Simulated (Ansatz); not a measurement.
Ansatz (a program for electronic structure) job for C2H6Se, SMILES C[Se]C (connectivity only; charge and spin as stated), charge +1, multiplicity 2, B3LYP-D3(BJ)/def2-SVP. 

Ansatz 0.2 input:
```yaml
crystal:
  periodic: [false, false, false]
  atoms:
    - {symbol: C, position_ang: [1.45288386, -0.28736819, 0.75974275]}
    - {symbol: Se, position_ang: [0.00846611, 0.13102148, -0.43736359]}
    - {symbol: C, position_ang: [-1.48176874, -0.16267510, 0.74062585]}
    - {symbol: H, position_ang: [1.40163070, -1.33868245, 1.04600112]}
    - {symbol: H, position_ang: [2.39939573, -0.09630471, 0.25867170]}
    - {symbol: H, position_ang: [1.38171260, 0.32246360, 1.66054555]}
    - {symbol: H, position_ang: [-1.40961676, -1.14847749, 1.19988004]}
    - {symbol: H, position_ang: [-2.40672671, -0.08424780, 0.17326368]}
    - {symbol: H, position_ang: [-1.48093409, 0.59077814, 1.52978847]}
basis:
  gaussian:
    orbitals: def2-SVP
hamiltonian:
  xc: b3lyp
  dispersion: d3bj
total_charge: 1
magnetization: {spin_polarized: true, initial_magnetization: 1}
relax: {f_tol: 0.002, max_steps: 200}
```

Output:

```
WARN ansatz: RAYON_NUM_THREADS=1 ignored (pool sized by the plan → 1); use --threads N
Functional definition: B3LYP
integrals: 0.04 GiB planned
981 factors; integrals over basis functions are off by at most 3.4e-4 eV
mean field: 0.57 GiB planned
mean field evaluation 1: about -67490.1262 eV, gradient 5.5e1 eV
mean field evaluation 2: about -67474.2364 eV, gradient 7.1e1 eV
mean field evaluation 4: about -67504.6270 eV, gradient 3.1e0 eV
mean field evaluation 8: about -67504.6706 eV, gradient 2.3e-2 eV
mean field evaluation 16: about -67504.6706 eV, gradient 2.6e-5 eV
mean field -67504.67063256 eV, -2480.7508894375 hartree, gradient 2.6e-5 eV, S^2 0.752632; 0 other end points of the search recorded, 0 dependent functions left out
the calculation of the forces begins
reference -67504.67085477 eV, -2480.7508976035 hartree; 26, 25 occupied and 64, 65 virtual orbitals, 981 factors
relax step   1: F+E_penalty+E_count = -67504.95974731 eV  Δ(F+E_penalty+E_count) = +0.000e0 eV  max|allowed force component| = 4.384e-1 eV/Å  Δτ_max = 0.0000 Å  (28 SCF iters, accepted)
these checks for a lower state are left out or cut short: starts, cluster_reference, orbital_swaps, neighbouring_geometries, increment
integrals: 0.04 GiB planned
981 factors; integrals over basis functions are off by at most 3.6e-4 eV
mean field: 0.57 GiB planned
mean field -67504.69797383 eV, -2480.7518942107 hartree, gradient 3.9e-5 eV, S^2 0.752649; 0 other end points of the search recorded, 0 dependent functions left out
the calculation of the forces begins
reference -67504.69819646 eV, -2480.7519023920 hartree; 26, 25 occupied and 64, 65 virtual orbitals, 981 factors
relax step   2: F+E_penalty+E_count = -67504.98724458 eV  Δ(F+E_penalty+E_count) = -2.750e-2 eV  max|allowed force component| = 1.935e-1 eV/Å  Δτ_max = 0.0246 Å  (27 SCF iters, accepted)
these checks for a lower state are left out or cut short: starts, cluster_reference, orbital_swaps, neighbouring_geometries, increment
integrals: 0.04 GiB planned
981 factors; integrals over basis functions are off by at most 3.7e-4 eV
mean field: 0.57 GiB planned
mean field -67504.70098533 eV, -2480.7520048810 hartree, gradient 4.0e-5 eV, S^2 0.752681; 0 other end points of the search recorded, 0 dependent functions left out
the calculation of the forces begins
reference -67504.70120863 eV, -2480.7520130872 hartree; 26, 25 occupied and 64, 65 virtual orbitals, 981 factors
relax step   3: F+E_penalty+E_count = -67504.98961500 eV  Δ(F+E_penalty+E_count) = -2.370e-3 eV  max|allowed force component| = 2.724e-2 eV/Å  Δτ_max = 0.0213 Å  (27 SCF iters, accepted)
these checks for a lower state are left out or cut short: starts, cluster_reference, orbital_swaps, neighbouring_geometries, increment
integrals: 0.04 GiB planned
981 factors; integrals over basis functions are off by at most 3.6e-4 eV
mean field: 0.57 GiB planned
mean field evaluation 32: about -67504.7010 eV, gradient 9.7e-6 eV
mean field -67504.70102768 eV, -2480.7520064376 hartree, gradient 9.8e-6 eV, S^2 0.752682; 0 other end points of the search recorded, 0 dependent functions left out
the calculation of the forces begins
reference -67504.70125095 eV, -2480.7520146424 hartree; 26, 25 occupied and 64, 65 virtual orbitals, 981 factors
relax step   4: F+E_penalty+E_count = -67504.98976185 eV  Δ(F+E_penalty+E_count) = -1.469e-4 eV  max|allowed force component| = 1.260e-2 eV/Å  Δτ_max = 0.0103 Å  (26 SCF iters, accepted)
these checks for a lower state are left out or cut short: starts, cluster_reference, orbital_swaps, neighbouring_geometries, increment
integrals: 0.04 GiB planned
981 factors; integrals over basis functions are off by at most 3.6e-4 eV
mean field: 0.57 GiB planned
mean field -67504.70108066 eV, -2480.7520083845 hartree, gradient 4.2e-5 eV, S^2 0.752684; 0 other end points of the search recorded, 0 dependent functions left out
the calculation of the forces begins
reference -67504.70130398 eV, -2480.7520165914 hartree; 26, 25 occupied and 64, 65 virtual orbitals, 981 factors
relax step   5: F+E_penalty+E_count = -67504.98990129 eV  Δ(F+E_penalty+E_count) = -1.394e-4 eV  max|allowed force component| = 1.118e-2 eV/Å  Δτ_max = 0.0230 Å  (27 SCF iters, accepted)
these checks for a lower state are left out or cut short: starts, cluster_reference, orbital_swaps, neighbouring_geometries, increment
integrals: 0.04 GiB planned
981 factors; integrals over basis functions are off by at most 3.6e-4 eV
mean field: 0.57 GiB planned
mean field -67504.70134150 eV, -2480.7520179702 hartree, gradient 3.8e-5 eV, S^2 0.752684; 0 other end points of the search recorded, 0 dependent functions left out
the calculation of the forces begins
reference -67504.70156492 eV, -2480.7520261809 hartree; 26, 25 occupied and 64, 65 virtual orbitals, 981 factors
relax step   6: F+E_penalty+E_count = -67504.98994849 eV  Δ(F+E_penalty+E_count) = -4.720e-5 eV  max|allowed force component| = 3.385e-2 eV/Å  Δτ_max = 0.0445 Å  (27 SCF iters, accepted)
these checks for a lower state are left out or cut short: starts, cluster_reference, orbital_swaps, neighbouring_geometries, increment
integrals: 0.04 GiB planned
981 factors; integrals over basis functions are off by at most 3.6e-4 eV
mean field: 0.57 GiB planned
mean field -67504.70118479 eV, -2480.7520122113 hartree, gradient 1.7e-5 eV, S^2 0.752684; 0 other end points of the search recorded, 0 dependent functions left out
the calculation of the forces begins
reference -67504.70140824 eV, -2480.7520204227 hartree; 26, 25 occupied and 64, 65 virtual orbitals, 981 factors
relax step   7: F+E_penalty+E_count = -67504.99001883 eV  Δ(F+E_penalty+E_count) = -7.033e-5 eV  max|allowed force component| = 1.570e-2 eV/Å  Δτ_max = 0.0072 Å  (24 SCF iters, accepted)
these checks for a lower state are left out or cut short: starts, cluster_reference, orbital_swaps, neighbouring_geometries, increment
integrals: 0.04 GiB planned
981 factors; integrals over basis functions are off by at most 3.6e-4 eV
mean field: 0.57 GiB planned
mean field -67504.70128547 eV, -2480.7520159110 hartree, gradient 2.0e-5 eV, S^2 0.752683; 0 other end points of the search recorded, 0 dependent functions left out
the calculation of the forces begins
reference -67504.70150888 eV, -2480.7520241214 hartree; 26, 25 occupied and 64, 65 virtual orbitals, 981 factors
relax step   8: F+E_penalty+E_count = -67504.99005214 eV  Δ(F+E_penalty+E_count) = -3.332e-5 eV  max|allowed force component| = 1.345e-3 eV/Å  Δτ_max = 0.0046 Å  (26 SCF iters, accepted)
these checks for a lower state are left out or cut short: starts, cluster_reference, orbital_swaps, neighbouring_geometries, increment
integrals: 0.04 GiB planned
981 factors; integrals over basis functions are off by at most 3.6e-4 eV
mean field: 0.57 GiB planned
mean field -67504.70131075 eV, -2480.7520168403 hartree, gradient 2.6e-5 eV, S^2 0.752682; 0 other end points of the search recorded, 0 dependent functions left out
the calculation of the forces begins
reference -67504.70153417 eV, -2480.7520250508 hartree; 26, 25 occupied and 64, 65 virtual orbitals, 981 factors
relax step   9: F+E_penalty+E_count = -67504.99005727 eV  Δ(F+E_penalty+E_count) = -5.122e-6 eV  max|allowed force component| = 2.198e-3 eV/Å  Δτ_max = 0.0068 Å  (23 SCF iters, accepted)
these checks for a lower state are left out or cut short: starts, cluster_reference, orbital_swaps, neighbouring_geometries, increment
integrals: 0.04 GiB planned
981 factors; integrals over basis functions are off by at most 3.6e-4 eV
mean field: 0.57 GiB planned
mean field evaluation 64: about -67504.7013 eV, gradient 1.5e-4 eV
mean field -67504.70131008 eV, -2480.7520168154 hartree, gradient 2.4e-5 eV, S^2 0.752682; 0 other end points of the search recorded, 0 dependent functions left out
the calculation of the forces begins
reference -67504.70153349 eV, -2480.7520250257 hartree; 26, 25 occupied and 64, 65 virtual orbitals, 981 factors
relax step  10: F+E_penalty+E_count = -67504.99005925 eV  Δ(F+E_penalty+E_count) = -1.981e-6 eV  max|allowed force component| = 2.354e-3 eV/Å  Δτ_max = 0.0052 Å  (23 SCF iters, accepted)
these checks for a lower state are left out or cut short: starts, cluster_reference, orbital_swaps, neighbouring_geometries, increment
integrals: 0.04 GiB planned
981 factors; integrals over basis functions are off by at most 3.6e-4 eV
mean field: 0.57 GiB planned
mean field -67504.70130581 eV, -2480.7520166584 hartree, gradient 2.1e-5 eV, S^2 0.752682; 0 other end points of the search recorded, 0 dependent functions left out
the calculation of the forces begins
reference -67504.70152922 eV, -2480.7520248688 hartree; 26, 25 occupied and 64, 65 virtual orbitals, 981 factors
relax step  11: F+E_penalty+E_count = -67504.99005969 eV  Δ(F+E_penalty+E_count) = -4.459e-7 eV  max|allowed force component| = 1.468e-3 eV/Å  Δτ_max = 0.0015 Å  (21 SCF iters, accepted)
integrals: 0.04 GiB planned
981 factors; integrals over basis functions are off by at most 3.6e-4 eV
mean field: 0.57 GiB planned
mean field -67504.70130581 eV, -2480.7520166584 hartree, gradient 2.1e-5 eV, S^2 0.752682; 1 other end points of the search recorded, 0 dependent functions left out
the calculation of the forces begins
reference -67504.70152922 eV, -2480.7520248687 hartree; 26, 25 occupied and 64, 65 virtual orbitals, 981 factors
Total energy: -67504.99028311 eV, -2480.7626363783 hartree
Atom 0 at     1.467450    -0.270919     0.775970 Å, force     0.000618    -0.001468     0.000791 eV/Å
Atom 1 at     0.007488     0.107813    -0.438977 Å, force    -0.000038     0.000399    -0.000488 eV/Å
Atom 2 at    -1.497084    -0.184360     0.745066 Å, force    -0.000399    -0.000973     0.000658 eV/Å
Atom 3 at     1.360323    -1.307135     1.136022 Å, force    -0.000217     0.000497    -0.000177 eV/Å
Atom 4 at     2.404416    -0.138993     0.219107 Å, force    -0.000166     0.000468     0.000041 eV/Å
Atom 5 at     1.405316     0.430464     1.623906 Å, force    -0.000017     0.000232    -0.000382 eV/Å
Atom 6 at    -1.458084    -1.224792     1.106745 Å, force     0.000283     0.000181    -0.000144 eV/Å
Atom 7 at    -2.412935     0.001617     0.168857 Å, force    -0.000081     0.000362    -0.000092 eV/Å
Atom 8 at    -1.411847     0.512813     1.594459 Å, force     0.000017     0.000303    -0.000207 eV/Å
Dipole moment:    -0.006632    -0.099834     0.356682 e Å
```

The run converged.

Cost: around 40 core-seconds (rough).
